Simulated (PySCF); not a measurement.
All values below come from TPSSh-D3(BJ)/def2-TZVP // TPSS-D3(BJ)/def2-SVP in PySCF 2.14.0. Gas-phase values, no solvent. One relaxed conformer stands for a flexible species; it need not be the lowest. 

Reference species: [Zn(CH3)2] (neutral, multiplicity 1).

mean distance from the central atom to its bonded neighbours: 1.952 Å
charge on the central atom (meta-Löwdin): 1.04 e

Changed species: [Zn(SH)2] (2 of 2 CH3 replaced by SH; the reference has 0 of 2 CH3 replaced by SH).

Problem. What does the change do to the mean distance from the central atom to its bonded neighbours and charge on the central atom (meta-Löwdin)?

Solution. the mean distance from the central atom to its bonded neighbours goes up by 0.229 Å, to 2.181 Å; the charge on the central atom (meta-Löwdin) rises by 0.05 e, to 1.09 e.
